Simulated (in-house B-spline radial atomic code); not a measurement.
# Two electrons outside the bare core: the aluminium ion Al¹¹⁺

Computed with a B-spline radial code for spherical atoms: configuration interaction (CI) of the two electrons, alone and with Breit and QED terms (there is no core, so MBPT adds nothing); no-pair Dirac Hamiltonian, finite nucleus. Labels give the configuration (outer n counted up each series) and the leading LS term, or the jj pair where no LS term holds 70 %.

Command:
```bash
python run_mb.py task.json out
```
Settings (nuclear radius in fm, box in bohr, cutoff in hartree):
```
basis_form          3
Z                   13
core_configuration  
rms_radius          3.061
mass_number         27
speed_of_light      137.036
box_radius          6.923
lmax                6
intervals           62
virtual_cutoff      338.0
```

Run time, properties included: 23 s on 1 thread of Intel(R) Xeon(R) 6975P-C, on a shared host.

Excitation energies (eV):

| level | purity of the LS term | CI alone | CI + MBPT + Breit + QED | Landé g of the LS mixture |
| --- | --- | --- | --- | --- |
| 1s2 1S0 | 1.0 | 0 | 0 | - |
| 1s2s 3S1 | 1.0 | 1575.6 | 1574.5 | 2.00 |
| 1s2p 3P°0 | 1.0 | 1588.4 | 1587.6 | - |
| 1s2p 3P°1 | 0.997 | 1588.7 | 1587.7 | 1.50 |
| 1s2p 3P°2 | 1.0 | 1589.5 | 1588.3 | 1.50 |
| 1s2s 1S0 | 1.0 | 1589.6 | 1588.6 | - |
| 1s2p 1P°1 | 0.997 | 1599 | 1597.9 | 1.00 |
| 1s3s 3S1 | 1.0 | ? | ? | ? |
| 1s3p 3P°0 | 1.0 | 1866.5 | 1865.4 | - |
| 1s3p 3P°1 | 0.997 | 1866.6 | 1865.5 | 1.50 |
| 1s3s 1S0 | 1.0 | ? | ? | ? |
| 1s3p 3P°2 | 1.0 | 1866.8 | 1865.7 | 1.50 |

Q: Where does 1s3s 1S0 lie?

A: 1866.7 eV in CI alone and 1865.6 eV with all corrections.

Q: Where does 1s3s 3S1 lie?

A: 1863 eV in CI alone and 1861.9 eV with all corrections; g = 2.00.

Q: What is the first ionisation energy?

A: 2085.5 eV to the 1s1/2 state of the next ion (2086.7 eV from CI alone). NIST lists 2085.97693 ± 0.00016 eV (tabulated theory).

Some electric-dipole lines (reduced elements in atomic units, length form; vacuum wavelengths from the computed energies):

| upper | lower | D bare (size) | D with core polarisation (size) | λ (nm) | A (s⁻¹) |
| --- | --- | --- | --- | --- | --- |
| 1s2p 3P°0 | 1s2s 3S1 | 0.244 | 0.244 | 95.269 | 1.4e+08 |
| 1s2p 3P°1 | 1s2s 3S1 | 0.423 | 0.423 | 94.235 | 1.4e+08 |
| 1s2p 3P°2 | 1s2s 3S1 | 0.548 | 0.548 | 89.928 | 1.7e+08 |
| 1s2p 1P°1 | 1s2s 3S1 | 0.0224 | 0.0224 | 53.149 | 2.3e+06 |
| 1s3p 3P°0 | 1s2s 3S1 | 0.133 | 0.133 | 4.2621 | 4.7e+11 |
| 1s3p 3P°1 | 1s2s 3S1 | 0.231 | 0.231 | 4.2615 | 4.6e+11 |
| 1s3p 3P°2 | 1s2s 3S1 | 0.297 | 0.297 | 4.2588 | 4.6e+11 |

Weak lines are less accurate than strong ones.
